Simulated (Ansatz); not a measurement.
Geometry optimisation, Ansatz 0.2.0, RKS revPBE/def2-SVP.

Input:

```yaml
crystal:
  periodic: [false, false, false]
  atoms:
    - { symbol: Ta, position_ang: [-0.644277, -0.636095, -0.272517] }
    - { symbol: F, position_ang: [2.140371, 0.781307, -0.031782] }
    - { symbol: F, position_ang: [-0.214055, -1.369573, 1.441673] }
    - { symbol: F, position_ang: [-0.514103, -0.135459, -2.114713] }
    - { symbol: O, position_ang: [-0.642047, 1.156693, 0.348736] }
    - { symbol: H, position_ang: [0.144598, 1.723903, 0.488711] }
    - { symbol: Cl, position_ang: [-2.791731, -1.49937, -0.391144] }
    - { symbol: "N", position_ang: [0.968978, -1.875656, -0.837464] }
    - { symbol: H, position_ang: [1.304498, -2.622432, -0.218919] }
    - { symbol: H, position_ang: [1.158261, -2.078629, -1.825095] }
    - { symbol: H, position_ang: [2.252106, -0.106989, -0.308186] }
basis:
  gaussian: { orbitals: def2-SVP }
hamiltonian:
  xc: revpbe
relax:
  f_tol: 0.03
  max_steps: 50
output:
  orbitals: {}
```

Command:

```bash
$ ansatz run input.yaml --threads 4 --pin off --max-ram 5120MiB --backend cpu --events-out ev --progress --plain --runs-dir out
```

Question: Where does it end, and by what steps?

Answer: The run converged. After 14 steps the energy has fallen by 0.213 eV; H6 moved furthest, 0.51 Å.

| step | energy less start (eV) | largest force component (eV/Å) | accepted |
| --- | --- | --- | --- |
| 0 | 0.0000 | 1.117 | yes |
| 1 | -0.1276 | 0.851 | yes |
| 2 | -0.1592 | 0.544 | yes |
| 3 | -0.1867 | 0.153 | yes |
| 4 | -0.1884 | 0.078 | yes |
| 5 | -0.1901 | 0.053 | yes |
| 6 | -0.1912 | 0.084 | yes |
| 7 | -0.1954 | 0.153 | yes |
| 8 | -0.1992 | 0.486 | yes |
| 9 | -0.2049 | 0.350 | yes |
| 10 | -0.2050 | 0.216 | yes |
| 11 | -0.2090 | 0.235 | yes |
| 12 | -0.2071 | 0.281 | no |
| 13 | -0.2121 | 0.089 | yes |
| 14 | -0.2126 | 0.023 | yes |

```xyz
11
Properties=species:S:1:pos:R:3
Ta -0.741 -0.698 -0.284
F 2.248 0.763 -0.030
F -0.425 -1.590 1.380
F -0.722 -0.360 -2.167
O -0.459 1.068 0.305
H 0.485 1.374 0.331
Cl -2.971 -1.407 -0.343
N 1.039 -1.590 -0.742
H 1.428 -2.321 -0.133
H 1.295 -1.771 -1.722
H 1.987 -0.130 -0.317
```

Whether the end is a true minimum wasn't checked by a vibrational analysis.

The run took 35 s on 4 threads of Arm Neoverse V2 (shared host), peak memory 0.22 GiB.
